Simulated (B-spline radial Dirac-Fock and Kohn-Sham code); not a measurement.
Z = 63 (europium), transition energy 258 keV. These are calculated numbers from an atomic code on a B-spline grid; the model is a Dirac-Hartree-Slater potential of the neutral atom with a Latter tail (no hole, which puts coefficients of high multipoles low close above an edge), finite nucleus with surface currents. Subshells that would emit electrons below 1 keV are left out.

Task: A pure transition shows α(K) = 0.0704, L1/L2 = 1.28 and L1/L3 = 1.71. What is its multipolarity?
A. M3
B. E2
C. M2
D. E3
E. E4
F. M4
G. M1
H. E1

Result: B. For comparison, α(K), L1/L2, L1/L3 are E1 0.0192, 9.54, 8.47; E3 0.231, 0.332, 0.557; E4 0.748, 0.145, 0.271; M1 0.112, 13.8, 80.0; M2 0.499, 8.53, 14.4; M3 1.86, 5.71, 3.66; M4 6.84, 4.19, 1.61.
